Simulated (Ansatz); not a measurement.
Two structures of GaH5O, closed shell, reached by relaxing down either side of one saddle point (PBE0-D4/def2-TZVP). Energies are electronic, without zero-point energy. Computed with Ansatz 0.2.0 (basis: def2-TZVPP and def2-QZVPP); correlated methods freeze the cores. Filled d shells of the heavier atoms are correlated. The def2 sets are not built for correlating such inner shells, so the correlated values are less sure here. Extrapolation: Hartree–Fock as exp(−7.88 √X), correlation as X^−2.97. First:

```
7
angstrom
Ga -0.5044 0.1606 -0.8143
H 0.3086 -0.9881 -1.5335
H 0.0768 1.6292 -0.8714
H -2.0293 -0.0518 -0.5073
H 0.9763 -0.9858 1.0865
O 0.3407 -0.2677 1.1688
H 0.8312 0.5033 1.4713
```

Second:

Ga1  (-0.626, 0.569, -0.075)
H2  (0.867, -1.360, -1.318)
H3  (0.199, 1.546, -0.977)
H4  (-1.950, -0.174, -0.415)
H5  (0.796, -1.635, -0.624)
O6  (-0.047, 0.290, 1.597)
H7  (0.759, 0.763, 1.813)
(Å)

Task: Which bonds change from the first to the second?

Result: GaH₃ + H₂O → GaH₃O ([OH][GaH2]) + H₂; bonds formed: H2–H5; dative contacts that become bonds: Ga1–O6; bonds broken: Ga1–H2, H5–O6.

Task: Give the saddle point's structure and its height above each. (To be estimated.)

Result: The calculation gives: 24.75 kcal/mol above the first and 24.28 kcal/mol above the second (CCSD(T) at an estimated basis limit (MP2 extrapolated from triple and quadruple zeta, plus CCSD(T) − MP2 in triple zeta)).
```xyz
7
angstrom
Ga -0.5565 0.3388 -0.4747
H 0.5736 -1.0603 -0.8230
H 0.1127 1.6313 -1.0346
H -2.0186 -0.1738 -0.5857
H 0.6669 -0.8746 0.1497
O 0.2717 -0.2284 1.2181
H 0.9502 0.3668 1.5502
```

The T1 diagnostic stays at or below 0.015.

The step is the kind of ligand exchange by which a precursor binds to a hydroxyl group, or is hydrolysed, in atomic layer deposition of oxides.

Labels in which every atom is bracketed show which atoms are joined, not bond orders.

For scale, one of the runs: CCSD(T)/def2-TZVPP, 149 basis functions, launched by `ansatz run in.yaml --threads 2 --pin off --events-out ev --progress --plain --max-ram 4352MiB`. The run took 24 s on 2 CPU threads of an Arm Neoverse V1 (shared host), with 0.95 GiB of host memory at its peak.
